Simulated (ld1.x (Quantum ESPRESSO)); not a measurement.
**Scattering properties, PAW potential for samarium**

ld1.x (Quantum ESPRESSO) 7.5 input, shortened:

```
&input
   title='Sm', zed=62., rel=2, dft='PBE', iswitch=3,
   config='[Xe] 4f6 5d0 6s1 6p0', rel_dist='average'
 /
 &inputp
   pseudotype=3, lpaw=.true., tm=.true., lloc=-2, rcloc=2.16,
   nlcc=.true., new_core_ps=.true.,
   which_augfun='BESSEL', rmatch_augfun=1.36
 /
8
5S  1  0   2.00   0.00  1.90  2.22  0.0
6S  2  0   1.00   0.00  1.90  2.22  0.0
5P  2  1   6.00   0.00  2.26  2.68  0.0
6P  3  1   0.00   0.00  2.26  2.68  0.0
5D  3  2   0.00   0.00  2.52  3.52  0.0
5D  3  2   0.00   2.85  2.52  3.52  0.0
4F  4  3   6.00   0.00  1.22  1.68  0.0
4F  4  3   0.00   0.10  1.22  1.68  0.0
 &test
   configts(1)='4f6 5s2 5p6 5d0 6s1 6p0'
 /
```

Open shells are filled in proportion to 2j + 1 (rel_dist='average').

The phase is arctan(r·u′/u) with u = r·R(r), unwrapped; energies in Ry, scanned from -6 to 5 Ry. A pole is an energy at which the radial function vanishes at the test radius. The pseudo phase is shifted by a multiple of π to meet the all-electron one at the reference energy, and phase errors are pseudo minus all-electron; the curves can meet again beyond the range given. Levels narrower than the energy grid can be missing from the lists of poles.

```csv
channel,radius (bohr),reference energy (Ry),"poles, all-electron","poles, pseudo",unbroken range about the reference energy with phases within 0.05 rad,phase error 1 Ry above the reference energy (rad)
p1/2,3.78,-0.41,"-2.32, 1.11","-2.32, 1.06, 4.43",below 2.0,-0.005
p3/2,3.78,-0.38,"-2.05, 1.30","-2.05, 1.20, 4.13",below 1.8,-0.008
d3/2,3.78,-0.54,"-0.26, 2.77","-0.26, 2.77",below 4.8,-0.002
d5/2,3.78,-0.52,"-0.23, 2.82","-0.23, 2.82",the whole range,-0.004
f5/2,3.78,-0.65,"-0.64, 1.67","-0.64, 1.67",below 3.0,+0.000
f7/2,3.78,-0.61,"-0.60, 1.68","-0.60, 1.68",below 3.0,+0.000
```

The ghost test of this file was not conclusive.

Phases in the f7/2 channel:

```csv
E (Ry),all-electron,pseudo
-6.00,1.463,1.463
-5.74,1.460,1.460
-5.48,1.458,1.458
-5.22,1.455,1.455
-4.96,1.452,1.452
-4.70,1.449,1.449
-4.44,1.446,1.446
-4.18,1.442,1.442
-3.92,1.438,1.438
-3.66,1.433,1.433
-3.40,1.428,1.428
-3.14,1.422,1.422
-2.88,1.416,1.416
-2.62,1.408,1.408
-2.36,1.400,1.400
-2.10,1.390,1.390
-1.84,1.378,1.378
-1.58,1.363,1.363
-1.32,1.344,1.344
-1.06,1.317,1.317
-0.80,1.268,1.268
-0.54,-1.804,-1.804
-0.28,-1.926,-1.926
-0.02,-2.047,-2.047
0.24,-2.308,-2.308
0.50,-3.074,-3.074
0.76,-4.073,-4.073
1.02,-4.440,-4.440
1.28,-4.591,-4.591
1.54,-4.678,-4.677
1.80,-4.740,-4.740
2.06,-4.797,-4.796
2.32,-4.861,-4.858
2.58,-4.952,-4.946
2.84,-5.134,-5.116
3.10,-5.742,-5.647
3.36,-7.080,-6.982
3.62,-7.514,-7.482
3.88,-7.658,-7.641
4.14,-7.730,-7.718
4.40,-7.775,-7.765
4.66,-7.808,-7.799
4.92,-7.834,-7.825
```
